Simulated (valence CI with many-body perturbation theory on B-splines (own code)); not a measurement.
**E1 line list for Hg LXXIV**

Calculated by valence CI with perturbative core correlation (CI+MBPT): five valence electrons over a frozen Dirac-Fock core [He], a basis of 11 s, 11 p, 10 d, 8 f, 5 g, 2 h functions for each j, with the one-electron correlation potential Σ1 (screened to all orders), the two-electron term Σ2, the three-electron term Σ3, Breit, model QED; selected single and double excitations, second order for the rest, scaled by the run's own slope (own B-spline code, finite nucleus).

No measured spectrum was set against this ion. As an estimate, large intervals hold to a few tenths of a per cent, small ones and those within an open d or f shell to about a per cent. Among the levels kept, up to 7500 cm⁻¹ of a level comes from second order outside the variational space, and about a tenth of that is noise between levels of different J, which matters for small intervals.

Lines 51 to 100 of 600 in falling wavelength, among levels below 15994 eV, chosen from the strongest by gf and those to the six lowest levels. Wavelengths and rates use the calculated energies. Electric multipoles are in the length gauge, E1 and E2 with the static RPA response of the core. Weak lines are less certain than strong ones. Lines between different terms over intervals too small for the method are left out, as are lines whose strength nearly cancels. The highest levels of a list are the least certain.

Levels are named by their leading jj configuration (3d3/2^4 stands for four electrons in 3d with j = 3/2), which in mixed levels can hold well under half, so a name can repeat and another be missing. Letters in brackets count levels of one name in rising energy.

```csv
λ vac (nm),Upper,Lower,A (s⁻¹),S (a.u.) with core polarisation,S without
3.153,(2s 2p1/2^2 2p3/2^2) J=5/2,(2s^2 2p1/2 2p3/2^2) J=3/2,3.73e+10,3.46e-03,3.47e-03
2.893,(2s 2p1/2^2 2p3/2^2) J=1/2,(2s^2 2p1/2 2p3/2^2) J=1/2,8.66e+10,2.07e-03,2.07e-03
2.568,(2p1/2^2 2p3/2^2 3p3/2) J=7/2,(2s 2p1/2 2p3/2^2 3p3/2) J=9/2,1.32e+11,8.80e-03,8.82e-03
2.529,(2s 2p1/2^2 2p3/2^2) J=3/2,(2s^2 2p1/2 2p3/2^2) J=5/2,1.01e+11,3.22e-03,3.23e-03
2.416,(2s 2p1/2^2 2p3/2^2) J=3/2,(2s^2 2p1/2 2p3/2^2) J=3/2,3.12e+10,8.68e-04,8.69e-04
1.839,(2s 2p1/2 2p3/2^2 3d3/2) J=5/2 [e],(2s 2p1/2 2p3/2^2 3p1/2) J=3/2 [d],9.44e+11,1.74e-02,1.74e-02
1.837,(2s 2p1/2 2p3/2^2 3d3/2) J=3/2 [e],(2s 2p1/2 2p3/2^2 3p1/2) J=1/2 [c],7.70e+11,9.42e-03,9.42e-03
1.831,(2s 2p1/2 2p3/2^2 3d3/2) J=7/2 [b],(2s 2p1/2 2p3/2^2 3p1/2) J=5/2 [b],8.64e+11,2.09e-02,2.09e-02
1.830,(2s^2 2p1/2 2p3/2 3d3/2) J=5/2 [b],(2s^2 2p1/2 2p3/2 3p1/2) J=3/2 [b],1.11e+12,2.02e-02,2.02e-02
1.819,(2s 2p1/2 2p3/2^2 3d3/2) J=3/2 [f],(2s 2p1/2 2p3/2^2 3p1/2) J=3/2 [d],9.81e+11,1.16e-02,1.16e-02
1.818,(2s 2p1/2 2p3/2^2 3d3/2) J=5/2 [b],(2s 2p1/2 2p3/2^2 3p1/2) J=5/2 [b],1.38e+12,2.46e-02,2.46e-02
1.815,(2s^2 2p1/2 2p3/2 3d3/2) J=3/2 [b],(2s^2 2p1/2 2p3/2 3p1/2) J=3/2 [b],1.25e+12,1.47e-02,1.47e-02
1.812,(2s 2p1/2 2p3/2^2 3p3/2) J=3/2 [a],(2s 2p1/2 2p3/2^2 3s) J=5/2 [b],5.61e+11,6.59e-03,6.59e-03
1.810,(2s 2p1/2 2p3/2^2 3p3/2) J=5/2 [a],(2s 2p1/2 2p3/2^2 3s) J=3/2 [a],1.27e+12,2.23e-02,2.23e-02
1.805,(2s 2p1/2 2p3/2^2 3p3/2) J=7/2 [b],(2s 2p1/2 2p3/2^2 3s) J=5/2 [b],1.14e+12,2.65e-02,2.65e-02
1.799,(2s 2p1/2 2p3/2^2 3d3/2) J=3/2 [b],(2s 2p1/2 2p3/2^2 3p1/2) J=5/2 [b],1.84e+12,2.11e-02,2.11e-02
1.790,(2s 2p1/2 2p3/2^2 3p3/2) J=3/2 [e],(2s 2p1/2 2p3/2^2 3s) J=1/2 [c],1.22e+12,1.38e-02,1.38e-02
1.789,(2s^2 2p1/2 2p3/2 3d3/2) J=5/2 [a],(2s^2 2p1/2 2p3/2 3p1/2) J=5/2,3.81e+11,6.46e-03,6.46e-03
1.786,(2s^2 2p1/2 2p3/2 3d3/2) J=1/2 [b],(2s^2 2p1/2 2p3/2 3p1/2) J=3/2 [b],1.56e+12,8.78e-03,8.78e-03
1.785,(2s 2p1/2 2p3/2^2 3p3/2) J=1/2 [a],(2s 2p1/2 2p3/2^2 3s) J=3/2 [a],2.68e+12,1.51e-02,1.51e-02
1.782,(2s 2p1/2 2p3/2^2 3p3/2) J=1/2 [c],(2s 2p1/2 2p3/2^2 3s) J=1/2 [c],2.39e+12,1.34e-02,1.34e-02
1.781,(2p1/2^2 2p3/2^2 3p3/2) J=5/2,(2p1/2^2 2p3/2^2 3s) J=3/2,1.28e+12,2.14e-02,2.14e-02
1.779,(2s 2p1/2^2 2p3/2 3p3/2) J=3/2 [a],(2s 2p1/2^2 2p3/2 3s) J=3/2 [a],2.22e+12,2.47e-02,2.47e-02
1.778,(2p1/2^2 2p3/2^2 3p3/2) J=1/2,(2p1/2^2 2p3/2^2 3s) J=3/2,2.67e+12,1.48e-02,1.48e-02
1.778,(2s^2 2p1/2 2p3/2 3p3/2) J=3/2 [a],(2s^2 2p1/2 2p3/2 3s) J=3/2 [b],1.31e+12,1.45e-02,1.45e-02
1.777,(2s 2p1/2 2p3/2^2 3d5/2) J=7/2 [a],(2s 2p1/2 2p3/2^2 3p1/2) J=5/2 [c],2.90e+11,6.42e-03,6.42e-03
1.775,(2s 2p1/2^2 2p3/2 3d3/2) J=5/2 [a],(2s 2p1/2^2 2p3/2 3p1/2) J=5/2,1.09e+12,1.80e-02,1.80e-02
1.774,(2s 2p1/2^2 2p3/2 3d3/2) J=5/2 [a],(2s 2p1/2^2 2p3/2 3p1/2) J=3/2 [a],9.51e+11,1.57e-02,1.57e-02
1.774,(2s^2 2p3/2^2 3d5/2) J=7/2,(2s 2p1/2 2p3/2^2 3s) J=5/2 [a],2.80e+11,6.17e-03,6.17e-03
1.773,(2s 2p1/2 2p3/2^2 3p3/2) J=5/2 [c],(2s 2p1/2 2p3/2^2 3s) J=3/2 [d],1.04e+12,1.72e-02,1.72e-02
1.773,(2s 2p1/2^2 2p3/2 3d3/2) J=3/2 [b],(2s 2p1/2^2 2p3/2 3p1/2) J=3/2 [b],8.34e+11,9.17e-03,9.17e-03
1.772,(2s 2p1/2 2p3/2^2 3p3/2) J=7/2 [c],(2s 2p1/2 2p3/2^2 3s) J=5/2 [c],2.90e+12,6.38e-02,6.38e-02
1.770,(2s^2 2p3/2^2 3p3/2) J=5/2,(2s^2 2p3/2^2 3s) J=3/2,1.44e+12,2.36e-02,2.36e-02
1.769,(2s 2p1/2^2 2p3/2 3d3/2) J=3/2 [b],(2s 2p1/2^2 2p3/2 3p1/2) J=1/2,1.09e+12,1.19e-02,1.19e-02
1.768,(2s 2p1/2 2p3/2^2 3d3/2) J=5/2 [a],(2s 2p1/2 2p3/2^2 3p1/2) J=5/2 [a],1.12e+12,1.83e-02,1.83e-02
1.768,(2s^2 2p3/2^2 3p3/2) J=1/2,(2s^2 2p3/2^2 3s) J=3/2,3.02e+12,1.65e-02,1.65e-02
1.762,(2s^2 2p3/2^2 3d3/2) J=7/2,(2s^2 2p3/2^2 3p1/2) J=5/2,2.09e+12,4.52e-02,4.52e-02
1.761,(2s^2 2p3/2^2 3d3/2) J=3/2 [a],(2s^2 2p3/2^2 3p1/2) J=3/2,1.63e+12,1.76e-02,1.76e-02
1.761,(2s^2 2p3/2^2 3d3/2) J=5/2,(2s^2 2p3/2^2 3p1/2) J=5/2,1.11e+12,1.79e-02,1.79e-02
1.759,(2s 2p1/2^2 2p3/2 3d3/2) J=5/2 [b],(2s 2p1/2^2 2p3/2 3p1/2) J=3/2 [b],2.10e+12,3.38e-02,3.38e-02
1.758,(2s 2p1/2 2p3/2^2 3d3/2) J=1/2 [b],(2s 2p1/2 2p3/2^2 3p1/2) J=1/2 [b],1.36e+12,7.29e-03,7.29e-03
1.758,(2s 2p1/2^2 2p3/2 3d3/2) J=3/2 [a],(2s 2p1/2^2 2p3/2 3p1/2) J=3/2 [a],1.68e+12,1.80e-02,1.80e-02
1.758,(2s^2 2p1/2 2p3/2 3d3/2) J=3/2 [a],(2s^2 2p1/2 2p3/2 3p1/2) J=3/2 [a],8.20e+11,8.79e-03,8.79e-03
1.758,(2s 2p1/2 2p3/2^2 3d3/2) J=3/2 [c],(2s 2p1/2 2p3/2^2 3p1/2) J=1/2 [a],1.85e+12,1.98e-02,1.98e-02
1.757,(2s 2p1/2 2p3/2^2 3p3/2) J=5/2 [c],(2s 2p1/2 2p3/2^2 3s) J=3/2 [b],1.75e+12,2.80e-02,2.80e-02
1.756,(2s^2 2p3/2^2 3d3/2) J=3/2 [b],(2s^2 2p3/2^2 3p1/2) J=1/2,2.04e+12,2.18e-02,2.18e-02
1.756,(2s^2 2p3/2^2 3d3/2) J=5/2,(2s^2 2p3/2^2 3p1/2) J=3/2,9.76e+11,1.57e-02,1.57e-02
1.756,(2s^2 2p1/2^2 3d3/2) J=3/2,(2s^2 2p1/2^2 3p1/2) J=1/2,2.09e+12,2.23e-02,2.23e-02
1.756,(2s^2 2p1/2 2p3/2 3d3/2) J=5/2 [a],(2s^2 2p1/2 2p3/2 3p1/2) J=3/2 [a],1.67e+12,2.67e-02,2.67e-02
1.756,(2s 2p1/2^2 2p3/2 3p3/2) J=5/2 [b],(2s 2p1/2^2 2p3/2 3s) J=3/2 [b],2.78e+12,4.45e-02,4.45e-02
```
